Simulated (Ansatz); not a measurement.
Level of theory: Ansatz (a program for electronic structure) with PBE0-D3(BJ)/def2-TZVP. No frequencies were computed at this level.

Ansatz 0.2 input:
```yaml
crystal:
  periodic: [false, false, false]
  atoms:
    - { symbol: C, position_ang: [2.380908, 0.227646, 1.411687] }
    - { symbol: N, position_ang: [1.440323, 0.385529, 0.730136] }
    - { symbol: Si, position_ang: [0.038152, 0.581069, -0.265864] }
    - { symbol: C, position_ang: [-1.09954, -0.743241, -0.332821] }
    - { symbol: H, position_ang: [0.179831, 1.904686, -0.836444] }
    - { symbol: H, position_ang: [-1.994952, -0.701869, -0.926963] }
    - { symbol: H, position_ang: [-0.944722, -1.653819, 0.22027] }
basis:
  gaussian: { orbitals: def2-tzvp }
hamiltonian:
  xc: pbe0
  dispersion: d3bj
relax:
  max_steps: 150
```

Output:

```
Functional definition: PBE0
915 factors; their error is unknown
mean field evaluation 1: about -11470.8094 eV, gradient 7.0e1 eV
mean field evaluation 2: about -11451.6842 eV, gradient 9.7e1 eV
mean field evaluation 4: about -11481.8035 eV, gradient 6.9e0 eV
mean field evaluation 8: about -11481.9244 eV, gradient 8.5e-2 eV
mean field evaluation 16: about -11481.9616 eV, gradient 3.9e-5 eV
mean field -11481.96162651 eV, -421.9543070210 hartree, gradient 3.9e-5 eV, S^2 0.000000; 0 other end points of the search recorded, 0 dependent functions left out
reference -11481.96165505 eV, -421.9543080699 hartree; 18, 18 occupied and 130, 130 virtual orbitals, 915 factors
relax step   1: F+E_penalty+E_count = -11482.09674207 eV  Δ(F+E_penalty+E_count) = +0.000e0 eV  max|allowed force component| = 1.889e0 eV/Å  Δτ_max = 0.0000 Å  (28 SCF iters, accepted)
these checks for a lower state are left out or cut short: starts, cluster_reference, orbital_swaps, neighbouring_geometries, increment
915 factors; their error is unknown
mean field -11482.06024485 eV, -421.9579311784 hartree, gradient 2.2e-5 eV, S^2 0.000000; 0 other end points of the search recorded, 0 dependent functions left out
reference -11482.06027341 eV, -421.9579322277 hartree; 18, 18 occupied and 130, 130 virtual orbitals, 915 factors
relax step   2: F+E_penalty+E_count = -11482.19553534 eV  Δ(F+E_penalty+E_count) = -9.879e-2 eV  max|allowed force component| = 7.030e-1 eV/Å  Δτ_max = 0.0877 Å  (32 SCF iters, accepted)
these checks for a lower state are left out or cut short: starts, cluster_reference, orbital_swaps, neighbouring_geometries, increment
915 factors; their error is unknown
mean field -11482.08066835 eV, -421.9586817279 hartree, gradient 2.1e-5 eV, S^2 0.000000; 0 other end points of the search recorded, 0 dependent functions left out
reference -11482.08069690 eV, -421.9586827772 hartree; 18, 18 occupied and 130, 130 virtual orbitals, 915 factors
relax step   3: F+E_penalty+E_count = -11482.21601333 eV  Δ(F+E_penalty+E_count) = -2.048e-2 eV  max|allowed force component| = 1.267e-1 eV/Å  Δτ_max = 0.0640 Å  (32 SCF iters, accepted)
these checks for a lower state are left out or cut short: starts, cluster_reference, orbital_swaps, neighbouring_geometries, increment
915 factors; their error is unknown
mean field evaluation 32: about -11482.0278 eV, gradient 2.0e0 eV
mean field -11482.07957978 eV, -421.9586417239 hartree, gradient 2.1e-5 eV, S^2 0.000000; 0 other end points of the search recorded, 0 dependent functions left out
reference -11482.07960838 eV, -421.9586427750 hartree; 18, 18 occupied and 130, 130 virtual orbitals, 915 factors
relax step   4: F+E_penalty+E_count = -11482.21464516 eV  Δ(F+E_penalty+E_count) = +1.368e-3 eV  max|allowed force component| = 5.998e-1 eV/Å  Δτ_max = 0.0418 Å  (31 SCF iters, rejected (line search))
these checks for a lower state are left out or cut short: starts, cluster_reference, orbital_swaps, neighbouring_geometries, increment
915 factors; their error is unknown
mean field -11482.08240545 eV, -421.9587455653 hartree, gradient 2.1e-5 eV, S^2 0.000000; 0 other end points of the search recorded, 0 dependent functions left out
reference -11482.08243402 eV, -421.9587466152 hartree; 18, 18 occupied and 130, 130 virtual orbitals, 915 factors
relax step   5: F+E_penalty+E_count = -11482.21763816 eV  Δ(F+E_penalty+E_count) = -1.625e-3 eV  max|allowed force component| = 2.941e-2 eV/Å  Δτ_max = 0.0204 Å  (32 SCF iters, accepted)
these checks for a lower state are left out or cut short: starts, cluster_reference, orbital_swaps, neighbouring_geometries, increment
915 factors; their error is unknown
mean field -11482.08346797 eV, -421.9587846120 hartree, gradient 2.1e-5 eV, S^2 0.000000; 0 other end points of the search recorded, 0 dependent functions left out
reference -11482.08349655 eV, -421.9587856625 hartree; 18, 18 occupied and 130, 130 virtual orbitals, 915 factors
relax step   6: F+E_penalty+E_count = -11482.21858066 eV  Δ(F+E_penalty+E_count) = -9.425e-4 eV  max|allowed force component| = 6.113e-2 eV/Å  Δτ_max = 0.0236 Å  (31 SCF iters, accepted)
these checks for a lower state are left out or cut short: starts, cluster_reference, orbital_swaps, neighbouring_geometries, increment
915 factors; their error is unknown
mean field -11482.08416088 eV, -421.9588100763 hartree, gradient 2.1e-5 eV, S^2 0.000000; 0 other end points of the search recorded, 0 dependent functions left out
reference -11482.08418949 eV, -421.9588111275 hartree; 18, 18 occupied and 130, 130 virtual orbitals, 915 factors
relax step   7: F+E_penalty+E_count = -11482.21910532 eV  Δ(F+E_penalty+E_count) = -5.247e-4 eV  max|allowed force component| = 6.766e-3 eV/Å  Δτ_max = 0.0225 Å  (31 SCF iters, accepted)
915 factors; their error is unknown
mean field evaluation 64: about -11480.9182 eV, gradient 1.9e1 eV
mean field -11482.08416088 eV, -421.9588100763 hartree, gradient 4.3e-5 eV, S^2 0.000000; 1 other end points of the search recorded, 0 dependent functions left out
reference -11482.08418949 eV, -421.9588111275 hartree; 18, 18 occupied and 130, 130 virtual orbitals, 915 factors
Total energy: -11482.21913392 eV, -421.9637702440 hartree
Atom 0 at     2.437854     0.276600     1.423408 Å, force     0.006766     0.001917     0.003354 eV/Å
Atom 1 at     1.469410     0.354133     0.764379 Å, force    -0.006496    -0.000114    -0.003780 eV/Å
Atom 2 at     0.066383     0.514913    -0.214553 Å, force     0.001583     0.000228     0.000574 eV/Å
Atom 3 at    -1.080046    -0.717905    -0.333356 Å, force     0.000117    -0.001044     0.000899 eV/Å
Atom 4 at     0.051556     1.825034    -0.878383 Å, force     0.000158    -0.001788     0.000871 eV/Å
Atom 5 at    -1.957324    -0.594701    -0.957016 Å, force    -0.000890     0.001644    -0.001164 eV/Å
Atom 6 at    -0.987832    -1.658071     0.195522 Å, force    -0.001238    -0.000842    -0.000755 eV/Å
Dipole moment:    -0.385701     0.159492    -0.326641 e Å
```

Cost: around 24 core-seconds (rough).
